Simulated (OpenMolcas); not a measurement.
5s² 5p along the 49-electron sequence

| Property | Result |
| --- | --- |
| Program | OpenMolcas |
| Method | CASSCF |
| Basis | ANO-RCC-VTZP |
| Scalar Hamiltonian | DKH2, point nucleus |
| Spin-orbit coupling | RASSI with atomic mean-field integrals over the reference wave functions, term energies averaged over their components |

Active space for each ion: 3 electrons in 8 orbitals (5s 5p 6s 6p).

Computed levels in cm-1 above ²P°_1/2:

```csv
Level,In,Sn+,Sb2+,Te3+,I4+,Xe5+
²P°_3/2,1766,3424,5855,7928,10792,13558
weight of ²P° in the lowest level (%),100,100,100,100,100,100
```

Measured, with the error of the calculation in %. Measured levels: In, Sn+ from NIST Handbook of Basic Atomic Spectroscopic Data; Sb2+, Te3+ from Moore, Atomic Energy Levels, vol. III, NSRDS-NBS 35 (1971 reprint of NBS Circular 467, 1958); Xe5+ from Saloman, J. Phys. Chem. Ref. Data 33, 765 (2004).

```tsv
Level	In	Sn+	Sb2+	Te3+	Xe5+
²P°_3/2	2213 (-20.2)	4251 (-19.5)	6576 (-11.0)	9223 (-14.0)	15599 (-13.1)
```

The fine-structure level ²P°_3/2 changes by a factor of 7.68 from In to Xe5+. Its fourth root runs 6.48, 7.65, 8.75, 9.44, 10.19, 10.79, with steps per unit of Z of 1.17, 1.10, 0.69, 0.76, 0.60; equal steps would mean a (Z - σ)^4 law with constant σ.

Some high roots are left out of the spin-orbit mixing, which shifts the levels that they would mix with (holds for In). Without dynamic correlation excited terms often stand tens of per cent too high (terms of higher spin than the ground term too low), and those without a measured partner can miss by more than the paired ones (holds for In). Active for correlation alone: 6p 6s; no level in the range computed is led by a configuration that fills them, so any true level of that kind is missing (holds for In; Te3+; I4+; Xe5+). The run also gave levels led by 5s² 6s, which use shells meant for correlation; these and all levels above them are left out (holds for Sn+). The run also gave levels led by 5s² 6p, which use shells meant for correlation; these and all levels above them are left out (holds for Sb2+). Computed and measured levels are paired by configuration, term and J; levels that our copy of the source lacks, or whose pairing is in doubt (as where it misses far off the trend of its configuration), stay unpaired and out of the deviations. Levels of configurations outside the active space are missing.

° marks odd parity.
